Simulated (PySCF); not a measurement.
r2SCAN on P⁺ (phosphorus, charge +1), [Ne] 3s2 3p1 4s1, high-spin 3P determinant (an excited configuration). Calculation: PySCF 2.14, in aug-cc-pwCVTZ; no relativity, point nucleus.

```
cycle= 1 E= -340.451896918176  delta_E= -0.00971  |g|= 0.0212  |ddm|= 0.477
cycle= 2 E= -340.455279816141  delta_E= -0.00338  |g|= 0.0145  |ddm|= 0.469
cycle= 3 E= -340.456468870017  delta_E= -0.00119  |g|= 0.00746  |ddm|= 0.296
cycle= 4 E= -340.456758897066  delta_E= -0.00029  |g|= 0.00212  |ddm|= 0.189
cycle= 5 E= -340.456770528819  delta_E= -1.16e-05  |g|= 0.000883  |ddm|= 0.0287
cycle= 6 E= -340.456774999398  delta_E= -4.47e-06  |g|= 7.29e-05  |ddm|= 0.0301
cycle= 7 E= -340.456775005328  delta_E= -5.93e-09  |g|= 2.13e-05  |ddm|= 0.00182
cycle= 8 E= -340.456775006096  delta_E= -7.68e-10  |g|= 3e-06  |ddm|= 0.000434
converged SCF energy = -340.456775006096  <S^2> = 2.0080189  2S+1 = 3.0053412
```

Highest occupied orbital energy: -7.051 eV; ⟨L²⟩ = 4.10; populations by l: s 6.65, p 7.00, d 0.35, f 0.00.

**Question.** Can this result be used?

**Answer.** Not for this state. The calculation finished and met its thresholds. ⟨L²⟩ = 4.10 against 2 for a pure P term, so this real determinant mixes terms. The outer electron is Rydberg-like, and this basis confines it to a smaller radius and binds it less than a complete one would. The s, p, d and f populations moved away from the nominal configuration during the SCF.
